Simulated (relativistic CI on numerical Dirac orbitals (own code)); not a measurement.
## How well does a small relativistic CI reproduce Ag⁺?

Computed by Dirac-Coulomb-Breit CI, orbitals from a KLI potential per configuration, QED by a radiative potential, valence Slater integrals scaled by 0.85, P86 correlation energy added to each configuration (own radial code, finite nucleus).

Configuration list (outside the closed core [Kr]): 4d10, 4d9 5s, 4d9 5p, 4d8 5s2, 4d9 6s, 4d9 5d, 4d9 6p, 4d9 4f, 4d8 5s 5p, 4d9 6d, 4d9 5f, 4d9 5g, 4d9 6f, 4d9 6g, 4d8 5s 6s. Levels of other configurations are missing.

```
Configuration  Term (tabulated)  J  Measured (cm⁻¹)  Computed  Error  Purity (%)
         4d10                1S  0              0.0         0      0         100
       4d9 5s                3D  3          39168.0     40089    921         100
       4d9 5s                3D  2          40745.3     41751   1006          82
       4d9 5s                3D  1          43742.7     44473    730         100
       4d9 5s                1D  2          46049.0     47298   1249          82
       4d9 5p               3P°  2          80176.4     77881  -2295          94
       4d9 5p               3F°  3          82171.7     80340  -1832          60
       4d9 5p               3P°  1          83625.5     81032  -2593          91
       4d9 5p               3F°  4          83669.6     81285  -2385          99
       4d9 5p               3F°  2          85200.7     83054  -2147          58
       4d9 5p               3P°  0          86140.1     83297  -2843          99
       4d9 5p               3D°  3          86460.6     84129  -2332          72
       4d9 5p               1P°  1          89895.5     88558  -1338          89
       4d9 5p               3D°  1          90334.8     87862  -2472          86
       4d9 5p               3D°  2          90887.8     88421  -2467          61
```

Measured levels from NIST Handbook of Basic Atomic Spectroscopic Data (Sansonetti and Martin, J. Phys. Chem. Ref. Data 34, 1559 (2005)); pairs were made by configuration, J and term (by order where the table uses no LS term), so strongly mixed levels may be paired wrongly.

Mean error by configuration (cm⁻¹): 4d9 5s 977; 4d9 5p -2270. Over the excited levels the mean absolute error is 1901 cm⁻¹ (14 of the 16 excited levels that our extract of the source holds in range could be paired, and the others can miss by more), and the median relative error of those above 1,000 cm⁻¹ is 2.7 %.

Transition probabilities of persistent lines. The last column rescales the computed rate by the cube of measured over computed energy:

```csv
λ measured (Å),Lower,Upper,A tabulated (s⁻¹),A computed,A rescaled
1106.99 vacuum,4d10 1S_0,4d9 5p 3D°_1,6.93e+08,7.76e+07,8.43e+07
1112.40 vacuum,4d10 1S_0,4d9 5p 1P°_1,7.71e+08,1.32e+09,1.38e+09
1195.81 vacuum,4d10 1S_0,4d9 5p 3P°_1,5.70e+07,5.11e+07,5.61e+07
2113.82 air,4d9 5s 3D_3,4d9 5p 3D°_3,3.26e+08,3.06e+08,3.79e+08
2246.41 air,4d9 5s 3D_3,4d9 5p 3F°_4,3.91e+08,3.82e+08,4.81e+08
2248.75 air,4d9 5s 3D_2,4d9 5p 3F°_2,2.95e+08,2.66e+08,3.31e+08
2279.98 air,4d9 5s 1D_2,4d9 5p 1P°_1,1.39e+08,3.75e+08,4.50e+08
2324.67 air,4d9 5s 3D_3,4d9 5p 3F°_3,7.20e+07,7.63e+07,9.30e+07
2331.37 air,4d9 5s 3D_2,4d9 5p 3P°_1,2.54e+08,2.83e+08,3.68e+08
2413.19 air,4d9 5s 3D_2,4d9 5p 3F°_3,2.21e+08,2.26e+08,2.80e+08
2437.78 air,4d9 5s 3D_3,4d9 5p 3P°_2,2.88e+08,2.78e+08,3.55e+08
```
